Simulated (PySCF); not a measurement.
Species: C6H4BClF2.
Structure used (GFN2-xTB), in Å, numbered top down from 1:
```xyz
14
C6H4BClF2 angstrom
F      3.1638    1.0740    0.2890
B      2.4415   -0.0225    0.1518
F      3.1536   -1.1332    0.1072
C      0.8917   -0.0077    0.0534
C      0.1762    1.1943    0.1084
C     -1.2014    1.2136    0.0223
C     -1.8902    0.0172   -0.1208
Cl    -3.6100    0.0329   -0.2298
C     -1.2106   -1.1916   -0.1770
C      0.1671   -1.1967   -0.0912
H      0.7183    2.1209    0.2209
H     -1.7437    2.1451    0.0654
H     -1.7596   -2.1137   -0.2864
H      0.7024   -2.1330   -0.1355
```

The closed-shell SCF was solved with PySCF and density fitting under several settings on one GFN2-xTB geometry (grid level 2 and gas phase unless stated).

| settings | basis functions | SCF cycles | E (Eh) | HOMO (eV) | LUMO (eV) | dipole (D) |
| --- | --- | --- | --- | --- | --- | --- |
| PBE0/pcSseg-1 | 197 | 14 | -915.2088 | -7.70 | -1.76 | 0.95 |
| PBE0/def2-SVPD | 245 | 14 | -914.8217 | -7.71 | -1.82 | 1.02 |

Task: Estimate the rows for these settings: (1) PW91/pcSseg-1, energy threshold 1e-11 Eh, damping 0.1 at the start, DIIS from the seventh cycle; (2) wB97X-D/def2-SVPD.

Result: 
| settings | basis functions | SCF cycles | E (Eh) | HOMO (eV) | LUMO (eV) | dipole (D) |
| --- | --- | --- | --- | --- | --- | --- |
| PW91/pcSseg-1, energy threshold 1e-11 Eh, damping 0.1 at the start, DIIS from the seventh cycle | 197 | 28 | -915.6985 | -6.67 | -2.61 | 1.00 |
| wB97X-D/def2-SVPD | 245 | 13 | -915.3155 | -9.43 | -0.09 | 0.89 |

Task: Over all rows, what range does the HOMO–LUMO gap span?

Result: From 4.06 eV (PW91/pcSseg-1, energy threshold 1e-11 Eh, damping 0.1 at the start, DIIS from the seventh cycle) to 9.34 eV (wB97X-D/def2-SVPD). The functional of the narrowest has no exact exchange, that of the widest range-separated exact exchange.

Task: Compare two rows with the functional PBE0: PBE0/pcSseg-1 and PBE0/def2-SVPD. Which energy is lower, and by how much?

Result: PBE0/pcSseg-1 (197 functions) lies 0.3871 Eh or 243 kcal/mol below PBE0/def2-SVPD (245 functions). The smaller set gives the lower energy; the two sets aren't nested, so the variational bound doesn't order them by size.

Whole jobs, the steps after the SCF included, on one thread of an Arm Neoverse V2, no GPU, shared host:

```csv
settings,work after the SCF,wall time,peak memory
PBE0/pcSseg-1,"shieldings, ring-centre shieldings, charges and field gradients",24 s,0.85 GiB
PBE0/def2-SVPD,"6 singlets by full TDDFT, 2 Tamm–Dancoff triplets, polarisability",41 s,0.99 GiB
"PW91/pcSseg-1, energy threshold 1e-11 Eh, damping 0.1 at the start, DIIS from the seventh cycle","shieldings, ring-centre shieldings",55 s,0.78 GiB
wB97X-D/def2-SVPD,"1 singlet by TDA, polarisability",31 s,1.1 GiB
```

wB97X-D ran without the empirical dispersion term, which would shift the total energy alone. Cycle counts include a coarse-grid stage where the run had one.
